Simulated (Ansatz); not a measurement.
Pulling on the B1–H2 bond in CH5BSe (SMILES CB[SeH]) (multiplicity 1 held, fragments rigid). Energies count from the point at 1.189 Å.
Geometry at that point (charge 0, multiplicity 1):
```xyz
8

B     -0.153    -0.553     1.063
H     -1.132    -0.589     1.735
C      1.169    -1.264     1.482
H      0.979    -2.333     1.632
H      1.494    -0.888     2.458
H      2.000    -1.161     0.783
Se    -0.234     0.425    -0.598
H     -1.635     0.865    -0.493
```

R- and RO- levels are restricted; in cc, def2 and unpolarised 6-31G sets they are followed outwards from rest. Active spaces are followed from a long bond inwards. Curves can end on different states.

Frozen-core correlation. Filled d and f shells under p-block atoms count as core.

The values were computed with Ansatz (a quantum-chemistry and plane-wave program). Each number belongs to the level named beside it.

Energies in kcal/mol.

| R (Å) | R-HF/cc-pVTZ | R-PBE/cc-pVTZ | R-r2SCAN/cc-pVTZ | R-SCS-MP2/cc-pVTZ | R-CCSD/cc-pVTZ | FIC-MRCISD+Q on CASSCF(2,2)/cc-pVTZ |
|---|---|---|---|---|---|---|
| 0.951 | 24.3 | 25.3 | 24.5 | 24.4 | 24.5 | 24.6 |
| 1.070 | 4.7 | 5.4 | 5.0 | 4.9 | 4.9 | 5.0 |
| 1.189 | 0.0 | 0.0 | 0.0 | 0.0 | 0.0 | 0.0 |
| 1.307 | 3.6 | 2.5 | 3.0 | 3.3 | 3.2 | 3.1 |
| 1.426 | 11.7 | 9.3 | 10.3 | 11.0 | 10.7 | 10.5 |
| 1.605 | 27.8 | 23.1 | 24.7 | 26.2 | 25.5 | 25.1 |
| 1.783 | 45.4 | 37.9 | 40.3 | 42.7 | 41.3 | 40.5 |
| 2.080 | 73.2 | 60.9 | 64.3 | 68.3 | 65.4 | 63.6 |
| 2.377 | 97.3 | 79.8 | 84.3 | 89.7 | 84.6 | 81.3 |
| 2.734 | 121.0 | 97.2 | (withheld) | 109.6 | 100.8 | 95.2 |
| 3.209 | 145.1 | 112.9 | 119.6 | 127.3 | 113.0 | 104.0 |
| 3.804 | 166.5 | 124.4 | (withheld) | 138.0 | 119.2 | 107.3 |

Task: Complete the blanks.

Result: 
- 2.734, R-r2SCAN/cc-pVTZ: 102.7
- 3.804, R-r2SCAN/cc-pVTZ: 132.2

Doubts at one or more of the structures used: a restricted determinant that unrestricted orbitals would lower (R-HF/cc-pVTZ, R-PBE/cc-pVTZ, R-r2SCAN/cc-pVTZ, R-SCS-MP2/cc-pVTZ, R-CCSD/cc-pVTZ); other coupled-cluster roots lie near (R-CCSD/cc-pVTZ); T1 above 0.05 (R-CCSD/cc-pVTZ).
